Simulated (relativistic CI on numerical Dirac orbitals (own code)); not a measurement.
# One change at a time: Ho LXIV

Base calculation: Dirac-Coulomb-Breit CI, KLI orbitals optimised for each configuration, a model potential for QED, unscaled Slater integrals.

CI space (outside the closed core 1s2): 2s², 2s2p, 2p², 2p3s, 2p3p, 2s3s, 2s3p, 2s3d, 2s4s, 2s4p, 2s4d, 2s4f, 3s², 3s3p, 3p². Levels of other configurations are missing.

The lowest level and the first level of each name with at least 55 % of one term (blank where a level has no safe partner in the second run):

| Level | Base (eV) | Shift (eV) |
| --- | --- | --- |
| 2s² ¹S0 | 0.00 | 0.00 |
| 2s2p ³P°0 | 145.41 | -31.08 |
| 2s2p ³P°1 | 176.04 | -61.70 |
| 2p² ³P0 | 414.70 | -120.25 |
| 2s2p ³P°2 | 1090.88 | -976.54 |
| 2s2p ¹P°1 | 1172.05 | -952.43 |
| 2p² ³P1 | 1321.67 | -1027.21 |
| 2p² ¹D2 | 1339.50 |  |
| 2p² ³P2 | 2278.35 |  |
| 2p² ¹S0 | 2339.66 | -1930.95 |
| 2s3s ³S1 | 8748.70 | -752.02 |
| 2s3s ¹S0 | 8778.11 | -758.72 |
| 2s3p ³P°0 | 8818.16 | -763.98 |
| 2s3p ³P°1 | 8818.82 |  |
| 2p3s ³P°0 | 8931.08 | -791.64 |
| 2p3s ³P°1 | 8932.05 | -792.61 |
| 2p3p ³D1 | 8972.93 |  |
| 2p3p ³P0 | 9020.26 | -824.37 |
| 2s3p ³P°2 | 9096.96 | -1042.78 |
| 2s3p ¹P°1 | 9104.84 |  |
| 2s3d ³D1 | 9128.15 | -1044.46 |
| 2s3d ³D2 | 9132.81 | -1049.13 |

At this charge energies of transitions that change n are usually good to better than 1 %, and those within a shell (Δn = 0) to a few per cent.

(1) One thing was changed in a second run, which moved the levels as shown. Which?
A. valence Slater integrals scaled by 0.9
B. non-relativistic limit
C. one mean potential for all configurations
D. QED terms removed
E. configuration mixing switched off
F. Breit term removed

Results:

(1) B. Non-relativistic limit. Without relativity the fine structure collapses and s electrons lose their extra binding.

LS names give the leading component of a level, which can be under half, so a name can repeat, a term be missing and a line seem to break the LS rules.
